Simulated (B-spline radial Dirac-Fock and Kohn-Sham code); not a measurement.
# Dipole and non-dipole photoemission parameters of I³⁺ 4d5/2

System: the I³⁺ ion in the configuration [Kr] 4d10 5s2 5p2; threshold 91.64 eV (orbital energy of the model). Model: Dirac-Hartree-Slater photoionisation with a Latter tail; cross sections with all multipoles, angular parameters from the dipole term and its interference with E2. Program: a radial atomic solver.

The run's input, task.json:

```json
{"items": [{
  "Z": 53,
  "q": 3,
  "cfg": [[1, 0, 2], [2, 0, 2], [2, 1, 6], [3, 0, 2], [3, 1, 6], [3, 2, 10], [4, 0, 2], [4, 1, 6], [4, 2, 10], [5, 0, 2], [5, 1, 2]],
  "A": 127,
  "rrms": 4.75,
  "do": "xps",
  "hv": [80, 144.0, 150, 184.0, 199.0, 300, 319.0, 400, 505.0, 603.0, 611.0, 783.0, 846.0, 1200.0, 1240.0, 1253.6, 1690.0, 2000, 2970.0, 2980.0, 3500.0, 3550.0, 3620.0, 4060.0, 4230.0, 4300.0, 5414.7, 10500.0, 11000.0, 12000]
}]}
```

Run with: `python xray2_run.py task.json out`

For linearly polarised light dσ/dΩ = σ/(4π) [1 + β P₂(cos θ) + (δ + γ cos²θ) sin θ cos φ], with θ from the polarisation vector and φ the angle between the beam and the projection of the electron momentum on the plane normal to the polarisation.

| hν (eV) | σ (kb) | β | γ | δ |
| --- | --- | --- | --- | --- |
| 144 | 233 | 0.181 | -0.498 | 0.118 |
| 150 | 226 | -0.383 | -0.402 | 0.126 |
| 184 | 347 | -0.626 | 0.048 | 0.065 |
| 199 | 407 | -0.355 | 0.104 | 0.044 |
| 300 | 516 | 0.605 | 0.081 | 0.000 |
| 319 | 503 | 0.691 | 0.065 | -0.002 |
| 400 | 421 | 0.941 | 0.010 | -0.003 |
| 505 | 314 | 1.114 | -0.025 | 0.001 |
| 603 | 238 | 1.205 | -0.031 | 0.006 |
| 611 | 233 | 1.211 | -0.031 | 0.006 |
| 783 | 147 | 1.291 | -0.005 | 0.014 |
| 846 | 125 | 1.307 | 0.011 | 0.017 |
| 1200 | 57.1 | 1.336 | 0.126 | 0.029 |
| 1240 | 52.8 | 1.335 | 0.140 | 0.031 |
| 1253.6 | 51.4 | 1.335 | 0.145 | 0.031 |
| 1690 | 24.1 | 1.306 | 0.298 | 0.045 |
| 2000 | 15.2 | 1.275 | 0.399 | 0.055 |
| 2970 | 4.85 | 1.171 | 0.665 | 0.086 |
| 2980 | ? | ? | ? | ? |
| 3500 | 2.93 | 1.118 | 0.783 | 0.103 |
| 3550 | 2.80 | 1.113 | 0.793 | 0.105 |
| 3620 | 2.63 | 1.107 | 0.807 | 0.107 |
| 4060 | 1.83 | 1.067 | 0.892 | 0.121 |
| 4230 | 1.60 | 1.052 | 0.923 | 0.127 |
| 4300 | 1.52 | 1.046 | 0.935 | 0.129 |
| 5414.7 | 0.705 | 0.961 | 1.107 | 0.166 |
| 10500 | 0.0662 | 0.708 | 1.555 | 0.328 |
| 11000 | 0.0556 | 0.691 | 1.583 | 0.343 |
| 12000 | 0.0400 | 0.659 | 1.633 | 0.372 |

**Question.** Give the values at 2980 eV.

**Answer.** σ = 4.80 kb, β = 1.170, γ = 0.667, δ = 0.086.

Values without a named source are computed, but for edge energies of neutral atoms, which are taken from tables.
